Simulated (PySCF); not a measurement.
## Ti (titanium, neutral): UHF calculation

Configuration: [Ar] 3d3 4s1, high-spin 5F determinant (an excited configuration). Computed with PySCF 2.14 in aug-cc-pVDZ-DK (7s6p4d2f, 59 functions), with scalar relativity by spin-free X2C-1e.

| Item | Value |
| --- | --- |
| Total energy | -852.718865 hartree |
| One-electron energy | -1171.9188 hartree |
| Hartree (Coulomb) energy | 360.7836 hartree |
| Exchange energy | -41.5837 hartree |
| ⟨S²⟩ | 6.0024 |
| ⟨L²⟩ | 12.030 |
| Sum of ⟨r⟩ | 20.35 bohr |
| Sum of ⟨r²⟩ | 42.30 bohr² |
| Langevin diamagnetic susceptibility | -33.5 ×10⁻⁶ cm³/mol |

| shell | electrons | mean orbital energy (hartree) | rms radius, mean of both spins (bohr) |
| --- | --- | --- | --- |
| 1s α | 1 | -184.22910 | 0.0804 |
| 1s β | 1 | -184.22756 | 0.0804 |
| 2s α | 1 | -21.48220 | 0.350 |
| 2s β | 1 | -21.44255 | 0.350 |
| 2p α | 3 | -17.65304 | 0.320 |
| 2p β | 3 | -17.61453 | 0.320 |
| 3s α | 1 | -2.81578 | 1.09 |
| 3s β | 1 | -2.65146 | 1.09 |
| 3p α | 3 | -1.74269 | 1.20 |
| 3p β | 3 | -1.54143 | 1.20 |
| 3d α | 3 | -0.26888 | 2.03 |
| 4s α | 1 | -0.20856 | 4.25 |

Densities and radii are taken from the X2C orbitals without a picture-change correction, which distorts them close to the nucleus.

Spin-orbit constants ζ (cm⁻¹) from the X2C one-electron operator on these orbitals: bare nucleus, nucleus screened by l(l+1)(2l+1)/3 electrons, and screened by the Breit-Pauli mean field of the electrons.

| shell | bare | screened nucleus | mean field |
| --- | --- | --- | --- |
| 2p | 33300 | 30270 | 28900 |
| 3p | 3524 | 3203 | 3034 |
| 3d | 201.1 | 109.7 | 91.70 |

To first order the Landé constant is A = 22.93 cm⁻¹, so the lowest level has J = 1 and lies 0.0227 eV below the centre of the term. This holds in LS coupling only.
